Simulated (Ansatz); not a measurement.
Geometry optimisation, Ansatz, RKS PBE-D4/def2-SVP.

Input:

```yaml
crystal:
  periodic: [false, false, false]
  atoms:
    - { symbol: C, position_ang: [1.4214, 1.0404, 0.4336] }
    - { symbol: C, position_ang: [0.6988, -0.0517, 0.2938] }
    - { symbol: O, position_ang: [0.5679, -1.5077, 0.5792] }
    - { symbol: Al, position_ang: [-0.6514, -0.8575, -0.3735] }
    - { symbol: O, position_ang: [-2.3019, -1.001, -1.3141] }
    - { symbol: H, position_ang: [2.2991, 1.1209, 0.9778] }
    - { symbol: H, position_ang: [1.0228, 1.9948, -0.0268] }
    - { symbol: H, position_ang: [-2.01826, -1.23975, -2.21837] }
basis:
  gaussian: { orbitals: def2-SVP }
hamiltonian:
  xc: pbe
  dispersion: d4
relax:
  f_tol: 0.015
  max_steps: 40
```

Launched with:

```bash
$ ansatz run input.yaml --threads 1 --pin off --max-ram 2048MiB --backend cpu --events-out ev --progress --plain --runs-dir out
```

Problem. Where does it end, and by what steps?

Solution. The run converged. After 13 steps the energy has fallen by 1.452 eV; O5 moved furthest, 0.74 Å.

| step | energy less start (eV) | largest force component (eV/Å) | accepted |
| --- | --- | --- | --- |
| 0 | 0.0000 | 7.471 | yes |
| 1 | -0.8510 | 4.120 | yes |
| 2 | -1.2460 | 0.992 | yes |
| 3 | -1.3501 | 0.333 | yes |
| 4 | -1.3371 | 1.309 | no |
| 5 | -1.3785 | 0.214 | yes |
| 6 | -1.3952 | 0.115 | yes |
| 7 | -1.4196 | 0.247 | yes |
| 8 | -1.4379 | 0.393 | yes |
| 9 | -1.4306 | 0.571 | no |
| 10 | -1.4456 | 0.352 | yes |
| 11 | -1.4514 | 0.031 | yes |
| 12 | -1.4515 | 0.030 | yes |
| 13 | -1.4515 | 0.007 | yes |

```xyz
8
Properties=species:S:1:pos:R:3
C 1.498 1.140 0.524
C 0.624 0.214 0.113
O 0.526 -1.156 0.501
Al -0.736 -0.805 -0.674
O -1.992 -1.659 -1.431
H 2.279 0.887 1.263
H 1.451 2.166 0.133
H -2.612 -1.289 -2.078
```

The run took 78 s on 1 thread of Intel(R) Xeon(R) Processor @ 2.50GHz (Skylake/Cascade Lake), with other jobs on the host, peak memory 0.13 GiB.
